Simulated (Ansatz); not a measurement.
A structure relaxed at PBE0-D4/def2-TZVP, charge 0, multiplicity 1:

Cartesian coordinates in Å:
```
N 0.219 1.103 0.804
B 0.132 0.322 -0.340
Se 0.792 0.888 -2.101
C -0.545 -1.105 -0.238
O -0.745 -1.540 1.108
H -0.185 0.764 1.663
H 0.608 2.027 0.851
H 1.165 2.252 -1.704
H -0.007 -1.865 -0.820
H -1.543 -1.052 -0.687
H 0.109 -1.794 1.464
```

Task: Give its formula and SMILES.

Result: CH6BNOSe, `NB([SeH])CO`.

Task: Summarise the bond lengths by kind.

Result: 1 × B–N 1.388 Å; 2 × H–N 1.004 to 1.008 Å; 1 × B–Se 1.963 Å; 1 × B–C 1.583 Å; 1 × H–Se 1.468 Å; 1 × C–O 1.428 Å; 2 × C–H 1.096 to 1.099 Å; 1 × H–O 0.960 Å.

Results of the Gaussian-basis code of Ansatz.
